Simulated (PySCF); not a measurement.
**Removing an electron from `FB[AsH2]`**

Compound: AsBFH3.
Structure used (PBE0-D3(BJ)/def2-SVP), in Å, numbered top down from 1:
```xyz
6
AsBFH3 angstrom
F      1.5924    0.9935    0.1941
B      0.8825   -0.0987   -0.0122
As    -1.0206    0.0421   -0.6948
H      1.4398   -1.1659    0.1229
H     -1.4089    1.2286    0.1719
H     -1.5504   -1.0164    0.2571
```

Level: wB97X-D/def2-SVPD (PySCF). Frontier orbitals with their largest atomic shares (Löwdin; up to four atoms above 4 %):

| orbital | ε (eV) | main atoms |
| --- | --- | --- |
| HOMO−3 | -14.04 | B2 30 %, F1 22 %, H4 21 %, As3 18 % |
| HOMO−2 | -12.36 | As3 45 %, H6 26 %, H5 19 %, B2 7 % |
| HOMO−1 | -10.94 | As3 38 %, B2 23 %, F1 11 %, H5 11 % |
| HOMO | -9.35 | ? |
| LUMO | 0.55 | B2 48 %, As3 20 %, F1 16 %, H4 9 % |
| LUMO+1 | 1.75 | B2 48 %, As3 28 %, H6 13 %, F1 5 % |
| LUMO+2 | 2.21 | As3 54 %, H5 20 %, B2 14 %, H6 6 % |

**Question.** What vertical ionisation energy does ΔSCF give, and how far is −ε(HOMO) from it?

**Answer.** ΔSCF: 9.92 eV (957 kJ/mol; threshold wavelength 125 nm); ⟨S²⟩ of the doublet left behind is 0.756, against 0.75 for a pure doublet. −ε(HOMO) is 9.35 eV, 0.57 eV below it. In exact Kohn–Sham theory the two would be equal; wB97X-D (range-separated hybrid) falls short of its own ΔSCF value by 6 %. Holes in the HOMO−1 and HOMO−2 were tried too where these lie within 1.2 eV of the HOMO; the lowest converged state counts.

**Question.** On which atoms does the HOMO lie?

**Answer.** As3 (arsenic bonded to B and 2 H) 61 %, B2 (three-coordinate boron) 17 %, F1 (boron-bound fluorine) 6 %, H6 (hydrogen on arsenic) 6 %, so more than half of it is on one atom. The HOMO−1 lies 1.59 eV lower.

**Question.** What total energies stand behind the ΔSCF value?

**Answer.** E(N) = -2362.07028 Eh and E(N − 1) = -2361.70566 Eh at the same geometry, 0.36462 Eh apart.

**Question.** How many of the 10 lowest singlet excitations (vertical TDDFT, same level) lie below the ionisation energy?

**Answer.** All 10; they run from 5.09 to 9.14 eV.

**Question.** With α = 48.4 au, estimate the like-pair dispersion coefficient by London's formula C6 = (3/4)α²I.

**Answer.** I = 0.3646 Eh, so C6 ≈ 642 au, a rough estimate.

One conformer (not necessarily the lowest) at the PBE0-D3(BJ)/def2-SVP geometry, without solvent, vibrations or thermal averaging. The calculation is non-relativistic, for arsenic too.

The run behind these numbers computed excited states and ΔSCF ions as well. The run took 9.6 s on one thread of an x86-64 server (shared host).

wB97X-D is run here without its empirical dispersion term; that term would change no orbital, density or response property at a fixed geometry.
